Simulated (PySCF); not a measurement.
C6H9FSSi.
Atom-mapped SMILES: `[CH:1]#[C:2][C@@H:3]1[CH2:4][S:5][CH2:6][C@H:7]([F:8])[SiH2:9]1`

Cartesian coordinates in Å at the GFN2-xTB level; atoms count from 1:
```
atom  x, y, z in Å
C1     3.315   -0.944    0.867
C2     2.335   -0.538    0.311
C3     1.137   -0.040   -0.324
C4     0.749    1.307    0.290
S5    -0.661    2.084   -0.563
C6    -2.000    0.981   -0.029
C7    -1.872   -0.381   -0.693
F8    -2.978   -1.150   -0.341
Si9   -0.281   -1.323   -0.162
H10    4.183   -1.300    1.335
H11    1.360    0.125   -1.385
H12    1.564    2.027    0.197
H13    0.492    1.207    1.346
H14   -2.930    1.472   -0.320
H15   -1.969    0.897    1.059
H16   -1.942   -0.258   -1.780
H17   -0.059   -2.454   -1.059
H18   -0.452   -1.708    1.241
```

Definitions: NICS(0) = −σiso at the ring centroid; NICS(1) = −σiso and NICS(1)zz = −σzz at ±1 Å along the ring normal z. Level: GIAO PBE0/pcSseg-1 (PySCF, non-relativistic, gas phase) on the GFN2-xTB geometry, one conformer.

Ring bond lengths (Å), with Mayer bond orders in brackets: C3–C4 1.530 (0.99), C4–S5 1.821 (1.01), S5–C6 1.815 (1.00), C6–C7 1.521 (0.99), C7–Si9 1.924 (0.85), Si9–C3 1.919 (0.82).

**Question.** Give the NICS values of each ring in ppm.

**Answer.** 
| ring | type | NICS(0) | NICS(1), two faces | NICS(1)zz, two faces | rms pucker (Å) | centre to ring atoms, mean (Å) |
| --- | --- | --- | --- | --- | --- | --- |
| C3–C4–S5–C6–C7–Si9 | 6-membered ring with S and Si; formal bonds all single | -4.6 | -2.4 / -4.2 | 3.4 / 2.4 | 0.30 | 1.67 |

**Question.** What can be read from them?

**Answer.** 
- C3–C4–S5–C6–C7–Si9: mean NICS(1)zz 2.9 ppm, near zero. C3, C4, C6, C7, Si9 have four or more neighbours, and the NICS criterion for π rings isn't applied.

**Question.** At the second NICS(1) probe listed for ring C3–C4–S5–C6–C7–Si9, 1 Å off the ring, what do the in-plane components average?

**Answer.** The isotropic value is a third of the trace: (3 × -4.2 − (2.4))/2 = -7.5 ppm.

**Question.** How shielded are the nuclei of the rings and their hydrogens (means over atoms taken as equivalent)?

**Answer.** 
| atoms | environment | σ isotropic (ppm) | principal values of the symmetric part, first atom (ppm) |
| --- | --- | --- | --- |
| C3 | sp3 carbon bound to silicon | 165.1 | 140.2, 163.9, 191.2 |
| C4 | sp3 carbon bound to sulfur | 145.6 | 131.2, 139.6, 165.9 |
| S5 | sulfide sulfur | 510.6 | 407.1, 427.1, 697.6 |
| C6 | sp3 carbon bound to sulfur | 145.5 | 133.0, 139.9, 163.6 |
| C7 | sp3 C–F carbon | 100.1 | 58.5, 72.3, 169.6 |
| Si9 | SiH2 silicon | 390.4 | 358.4, 401.9, 411.0 |
| H11 | methine hydrogen | 29.44 | 24.9, 29.8, 33.7 |
| H12 | methylene hydrogen | 28.78 | 22.7, 28.4, 35.2 |
| H13 | methylene hydrogen | 29.17 | 24.6, 29.1, 33.8 |
| H14 | methylene hydrogen | 28.55 | 23.1, 26.8, 35.7 |
| H15 | methylene hydrogen | 28.86 | 25.3, 27.6, 33.6 |
| H16 | methine hydrogen | 26.94 | 23.6, 28.0, 29.2 |
| H17 | Si–H hydrogen | 27.31 | 23.8, 25.2, 32.9 |
| H18 | Si–H hydrogen | 27.72 | 24.9, 26.2, 32.0 |

The list is cut; further classes of hydrogen are left out.
